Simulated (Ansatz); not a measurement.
Frontier orbitals of `[Cl][SnH]([Cl])[Br]`.

Cartesian coordinates in Å:
```
Cl -0.379 2.206 -0.264
Sn 0.155 -0.008 0.077
Cl 0.329 -0.987 -1.999
Br -1.715 -1.062 1.254
H 1.610 -0.150 0.932
```

Total charge 0; spin multiplicity 1. Correlated methods include outer-core shells of Br, Sn, which these sets cover unevenly. Scalar relativity is left out up to krypton. Sn takes the def2 core potential. All single points use the PBE0-D4/def2-TZVP geometry. Basis def2-TZVPP, the Gaussian-basis code of Ansatz.

Orbital energies of one run (eV). Highest occupied ones, from the top: -9.21, -9.22, -9.64, -9.73, -9.94, -9.97, -11.28, -11.52, -11.60, -15.33, -22.36, -23.40, -23.94, -31.03. Empty: -2.29, -0.43, -0.41, 1.19, 2.75, 2.91.

Question: Which functional gave them?
A. r2SCAN0
B. BHLYP
C. HSE06 (plane-wave form)
D. r2SCANh

Answer: A. HOMO energies: r2SCAN0 -9.21, r2SCANh -8.49, BHLYP -10.12, HSE06 -8.58 eV.
